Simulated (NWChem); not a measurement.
Species: C₃H₈O₂; SMILES COCOC

```xyz
13

C      0.6580    -1.8997     0.1460
O     -0.5408    -1.2901    -0.3132
C     -0.7207     0.0038     0.1444
O      0.2604     0.8552    -0.4100
C      0.1823     2.1716     0.0915
H      0.7087    -1.8934     1.2464
H      1.5446    -1.3953    -0.2536
H      0.6361    -2.9342    -0.2046
H     -1.7278     0.3105    -0.1768
H     -0.6620     0.0509     1.2520
H      0.9790     2.7463    -0.3870
H     -0.7855     2.6443    -0.1432
H      0.3253     2.2046     1.1844
```
Atoms are numbered in this order, from 1.

Level: B3LYP/6-31G* (spherical d) (NWChem), optimised geometry, unscaled harmonic frequencies. 

| frequency (cm⁻¹) | IR intensity (km/mol) |
|---|---|
| 82 | 2.6 |
| 133 | 4.1 |
| 175 | 4.1 |
| 232 | 6.1 |
| 326 | 1.1 |
| 385 | 3.6 |
| 561 | 3.3 |
| 977 | 25.1 |
| 999 | 66.0 |
| 1131 | 8.3 |
| 1145 | 240.6 |
| 1183 | 8.0 |
| 1190 | 19.1 |
| 1210 | 136.1 |
| 1238 | 27.3 |
| 1256 | 54.2 |
| 1317 | 1.8 |
| 1455 | 53.5 |
| 1496 | 5.5 |
| 1511 | 7.0 |
| 1516 | 6.9 |
| 1519 | 6.2 |
| 1537 | 7.1 |
| 1543 | 3.6 |
| 1557 | 1.1 |
| 2909 | 83.8 |
| 2987 | 67.5 |
| 3009 | 58.4 |
| 3029 | 87.9 |
| 3032 | 61.4 |
| 3095 | 40.6 |
| 3142 | 29.1 |
| 3150 | 29.9 |

| Property | Result |
|---|---|
| zero-point energy | 71.5 kcal/mol |
| thermal correction to the enthalpy at 298.15 K (with zero-point energy) | 76.2 kcal/mol |
| heat capacity Cv | 20.7 cal/(mol K) |
| entropy at 298.15 K and 1 atm (symmetry number 1) | 78.9 cal/(mol K) |
| dipole moment | 1.78 D |

Rigid rotor and harmonic oscillator; modes under 100 cm⁻¹ make the entropy uncertain.
